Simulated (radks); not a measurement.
Question: Spherical quantum dot in the effective-mass picture: electrons in a well V = -V0 / (1 + exp((r - R)/a)) with V0 = 4.74, R = 13.1, a = 1.3, all in effective atomic units (hartree* = m*/eps^2 hartree, bohr* = eps/m* bohr), one dielectric constant everywhere. Calculated with a radial shooting solver with Libxc functionals: non-relativistic Kohn-Sham, LDA (Slater exchange, Perdew-Wang correlation), spin-polarised, spherical densities. Levels are named by radial order and angular momentum (1s, 1p, 1d, 2s, ...), and open shells are averaged over m. At N = 8 the configuration is 1s2 1p6. Does electron 9 go into 1f up or 1d up?

Answer: Into 1d up. The total energies of the other choices lie higher by 0.0566 hartree* (1f up).
